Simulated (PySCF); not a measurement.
Job file and geometry (Å, from GFN2-xTB) of an NMR shielding run on C₃H₃AlF₃N, PySCF, GIAO PBE0/pcSseg-1 NMR shielding, non-relativistic, gas phase; density fitting, a coarse starting grid and PySCF grid level 2 are the driver's defaults:

```
$ OMP_NUM_THREADS=1 python probes_run.py task.json out

{"job": {"kind": "nmr", "xc": "PBE0", "basis": "pcSseg-1"}, "charge": 0, "multiplicity": 1}
F     -0.855246     1.800639     3.588614
C     -0.301939     1.723284     2.346143
F      0.946352     2.250197     2.483484
C     -0.244664     0.315564     1.867927
C     -0.824550    -0.095965     0.775921
N     -1.353702    -0.488630    -0.230150
Al    -2.179892    -1.008608    -1.724569
F     -2.884872     0.098240    -2.709435
H     -0.874962     2.387322     1.682338
H      0.310009    -0.377097     2.479880
H     -2.245618    -2.458825    -2.098178
```

Task: Write the output of this run.

Result: 
```
coarse grid: 11064 points
cycle   1  E = -712.0317861100  dE =  1.034e+00  |g| = 9.441e-01  |ddm| = 3.157e+00
cycle   2  E = -711.8429104028  dE =  1.889e-01  |g| = 1.475e+00  |ddm| = 1.446e+00
cycle   3  E = -712.1812387955  dE = -3.383e-01  |g| = 1.256e-01  |ddm| = 9.212e-01
cycle   4  E = -712.1838820149  dE = -2.643e-03  |g| = 6.665e-02  |ddm| = 1.346e-01
cycle   5  E = -712.1847302562  dE = -8.482e-04  |g| = 2.992e-02  |ddm| = 5.696e-02
cycle   6  E = -712.1849067760  dE = -1.765e-04  |g| = 4.383e-03  |ddm| = 1.924e-02
cycle   7  E = -712.1849100833  dE = -3.307e-06  |g| = 1.568e-03  |ddm| = 3.558e-03
final grid: 107440 points
cycle   8  E = -712.2483357986  dE = -3.441e-05  |g| = 5.414e-03  |ddm| = 2.295e-02
cycle   9  E = -712.2483319896  dE =  3.809e-06  |g| = 7.419e-03  |ddm| = 8.092e-03
cycle  10  E = -712.2483420550  dE = -1.007e-05  |g| = 7.629e-04  |ddm| = 4.316e-03
cycle  11  E = -712.2483421443  dE = -8.935e-08  |g| = 3.383e-04  |ddm| = 6.860e-04
cycle  12  E = -712.2483421645  dE = -2.015e-08  |g| = 1.804e-04  |ddm| = 3.216e-04
cycle  13  E = -712.2483421711  dE = -6.607e-09  |g| = 2.341e-05  |ddm| = 1.159e-04
cycle  14  E = -712.2483421712  dE = -9.436e-11  |g| = 9.297e-06  |ddm| = 2.189e-05
converged SCF energy = -712.2483421712

GIAO shielding tensors (ppm)
atom      isotropic    diamagn.    paramagn.     s11        s22        s33       span
  0 F      281.472     465.101    -183.629    162.216    324.926    357.275    195.060
  1 C       63.343     242.372    -179.029     31.662     66.993     91.374     59.712
  2 F      282.159     470.947    -188.788    163.394    325.083    358.001    194.607
  3 C      149.650     258.037    -108.387    115.507    156.600    176.844     61.337
  4 C        3.894     261.709    -257.815    -67.386    -43.866    122.933    190.319
  5 N       45.406     333.489    -288.083    -39.584     45.898    129.904    169.488
  6 Al     451.115     794.614    -343.499    408.682    428.220    516.443    107.762
  7 F      336.721     467.994    -131.273    240.553    339.734    429.876    189.323
  8 H       24.881      27.767      -2.886     23.315     23.577     27.750      4.435
  9 H       27.856      29.597      -1.741     24.244     28.433     30.890      6.647
 10 H       27.709      28.863      -1.155     24.021     25.489     33.616      9.594
```

Size and cost of the density-fitted run: 158 basis functions, 32 s wall time on 1 thread of an Arm Neoverse N1, shared host; peak memory 0.72 GiB.
